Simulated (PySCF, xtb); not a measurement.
O2W, SMILES [O]=[W]=[O], multiplicity 1.

Harmonic wavenumbers (cm⁻¹) from GFN2-xTB in xtb at its own minimum, in rising order: 166, 828, 887.

Task: What does PySCF with PBE0-D3(BJ)/def2-TZVP give at its own minimum? (An estimate is asked for; the answer gives what the named calculation found.)

Result: 381, 1045, 1104. Paired by order, the mean absolute difference is 217 cm⁻¹ and the zero-point energies are 2.7 and 3.6 kcal/mol.
